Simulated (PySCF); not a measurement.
C7H7FN (doublet state).
SMILES with atom numbers: `[CH2:1][c:2]1[cH:3][cH:4][c:5]([NH2:6])[cH:7][c:8]1[F:9]` (hydrogens: H10, H11 on C1; H12 on C3; H13 on C4; H14, H15 on N6; H16 on C7)

Cartesian coordinates in Å at the GFN2-xTB level; atoms count from 1:
```
atom  x, y, z in Å
C1     2.7860   -0.0589   -0.2204
C2     1.4172   -0.0479   -0.1095
C3     0.5979   -1.1384   -0.5272
C4    -0.7632   -1.1129   -0.4126
C5    -1.4264    0.0009    0.1290
N6    -2.7882   -0.0040    0.3001
C7    -0.6593    1.0955    0.5539
C8     0.7011    1.0602    0.4327
F9     1.4086    2.1374    0.8454
H10    3.3770    0.7774    0.1031
H11    3.3001   -0.9070   -0.6329
H12    1.0880   -2.0032   -0.9477
H13   -1.3510   -1.9588   -0.7395
H14   -3.3194   -0.6792   -0.2234
H15   -3.2402    0.8803    0.4616
H16   -1.1358    1.9675    0.9760
```

The hyperfine couplings belong to this conformer and change with its torsions.

Theory: UKS B3LYP, pcH-1 on C F H N, non-relativistic, mean-field spin-orbit, GIAO (PySCF). Geometry: GFN2-xTB, one conformer, isolated molecule. The geometry wasn't refined by DFT: couplings that depend on bond lengths, twists or pyramidal angles can differ widely from those at the functional's own minimum. The frame is twisted about the C5–N6 bond at this geometry (dihedral C7–C5–N6–H15 = 19°); couplings at other torsion angles weren't computed. No stability test was run, so a lower SCF solution isn't excluded. ⟨S²⟩ is 0.777 where a pure state has 0.75.

What is the g tensor, term by term?

```
                    Δg (ppm)     1     2     3
relativistic mass correction  -166  -166  -166
            gauge correction     3    42    28
   orbital Zeeman/spin–orbit   -19   803  1146
                       total  -182   679  1008
```

So g = 2.00214, 2.00300, 2.00333 and g_iso = 2.00282; the tensor is rhombic: the two nearest values differ by 28 % of g3 − g1. Axes: g3 points within 14° of the C3–H12 bond.

What are the electron Larmor frequencies g μB B/h along the three axes at 350 mT?

9.8078, 9.8121, 9.8137 GHz for g1, g2 and g3, a range of 5.8 MHz.

What effective moment and Curie constant follow for a powder?

With the mean of g² = 4.0113 and S(S+1) = 0.75: μ_eff = √(⟨g²⟩S(S+1)) = 1.734 μB and χT = 0.12505·⟨g²⟩·S(S+1) = 0.376 cm³ K/mol (cgs; spin-Hamiltonian part alone).

In a frozen sample, at which fields do the three g values resonate at 9.5, 34, 94 and 263 GHz (hyperfine left aside), and which band first spreads them over more than twice a line width of 0.5 mT?

```csv
band,GHz,B(g3) mT,B(g2) mT,B(g1) mT,spread mT
X,9.5,338.81,338.87,339.01,0.20
Q,34.0,1212.59,1212.79,1213.31,0.72
W,94.0,3352.47,3353.02,3354.46,1.99
J,263.0,9379.77,9381.31,9385.35,5.58
```

The spread grows in proportion to the frequency. W band is the first where it exceeds 1.0 mT.

Largest spin populations (Mulliken): C1 (+0.72), C5 (+0.23), C3 (+0.23) and C8 (+0.21). Four atoms exceed +0.15. The positive populations add up to 1.48 and the negative ones to -0.48, together 2S = 1. The angles at C1 add up to 360.0°, so it is planar; its axial dipolar tensor and the negative couplings of its protons fit spin in a p orbital normal to that plane.

The HOMO–LUMO gaps are 4.05 eV among the α and 4.44 eV among the β orbitals.
